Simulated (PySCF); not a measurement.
This PySCF input asks for the NMR shieldings of `CC(C)(C)p1[pH][pH]1`, C4H11P3; the geometry comes from GFN2-xTB.

```python
import basis_set_exchange as bse
import numpy as np
from pyscf import gto, dft
from pyscf.prop import nmr

atoms = """
C    -1.191317   -1.014881    0.691818
C    -0.434448    0.133611    0.023407
C    -1.346836    1.359631   -0.074644
C     0.028063   -0.261697   -1.374122
P     0.967524    0.680656    1.197748
P     2.745654    0.598259   -0.048792
P     2.371770   -0.994239    1.379883
H    -1.503027   -0.730912    1.696310
H    -2.079433   -1.265095    0.113048
H    -0.568906   -1.906245    0.768237
H    -2.215126    1.134356   -0.692082
H    -1.692648    1.659600    0.913090
H    -0.813020    2.197796   -0.519972
H     0.517418    0.576405   -1.869685
H     0.723535   -1.102076   -1.350204
H    -0.833724   -0.558454   -1.971227
H     3.500979    1.351729    0.859133
H     1.814784   -1.852124    0.426402
"""
names = dict.fromkeys(["C", "P", "H"], "pcSseg-1")
basis = {el: gto.basis.parse(bse.get_basis(n, elements=[el], fmt="nwchem")) for el, n in names.items()}
mol = gto.M(atom=atoms, basis=basis, charge=0, verbose=0)
mf = dft.RKS(mol, xc="PBE0")
mf.grids.level = 2
mf.grids.alignment = dft.numint.BLKSIZE   # the property module wants whole blocks of grid points
mf.conv_tol = 1e-9
mf.kernel()

calc = nmr.RKS(mf)   # GIAO
C = mf.mo_coeff
Co = C[:, mf.mo_occ > 0]
resp = mf.gen_response(singlet=True, hermi=2)
def vind(x):   # induced exchange potential for any number of trial vectors
    d = np.einsum("pi,xij,qj->xpq", C, 2 * x.reshape(-1, C.shape[1], Co.shape[1]), Co, optimize=True)
    return np.einsum("xpq,pi,qj->xij", resp(d - d.transpose(0, 2, 1)), C, Co, optimize=True).ravel()
mo1, _ = nmr.rhf.solve_mo1(calc, with_cphf=vind)
sigma = calc.kernel(mo1)
for i, s in enumerate(sigma):   # ppm
    w = np.linalg.eigvalsh((s + s.T) / 2)
    print("%2d %-2s iso %8.1f  s11 %8.1f  s22 %8.1f  s33 %8.1f" % (i, mol.atom_pure_symbol(i), w.mean(), *w))
```

Problem. Give the expected output.

Solution. 
```
 0 C  iso    153.7  s11    130.9  s22    146.5  s33    183.8
 1 C  iso    155.9  s11    145.5  s22    153.0  s33    169.3
 2 C  iso    152.3  s11    134.4  s22    138.6  s33    183.9
 3 C  iso    162.6  s11    140.7  s22    157.9  s33    189.2
 4 P  iso    506.9  s11    227.1  s22    385.5  s33    908.2
 5 P  iso    605.6  s11    449.1  s22    547.1  s33    820.7
 6 P  iso    638.1  s11    483.2  s22    556.1  s33    874.9
 7 H  iso     30.3  s11     26.4  s22     27.8  s33     36.7
 8 H  iso     30.9  s11     26.2  s22     27.6  s33     38.8
 9 H  iso     31.1  s11     25.1  s22     31.8  s33     36.3
10 H  iso     30.5  s11     26.1  s22     27.2  s33     38.0
11 H  iso     30.0  s11     26.0  s22     27.8  s33     36.3
12 H  iso     30.4  s11     25.7  s22     28.6  s33     36.8
13 H  iso     30.9  s11     25.0  s22     30.9  s33     36.8
14 H  iso     31.3  s11     25.4  s22     32.7  s33     35.9
15 H  iso     31.1  s11     26.4  s22     28.3  s33     38.7
16 H  iso     31.6  s11     23.5  s22     24.4  s33     46.9
17 H  iso     31.9  s11     24.2  s22     28.3  s33     43.3
```

These numbers come from an equivalent density-fitted implementation of the same equations, which agrees with the script to about 0.01 ppm for H and up to a few tenths of a ppm for heavy atoms, so last digits may differ.

Size and cost of the density-fitted run: 195 basis functions, 69 s wall time on 1 thread of an Arm Neoverse N1, shared host; peak memory 0.99 GiB.
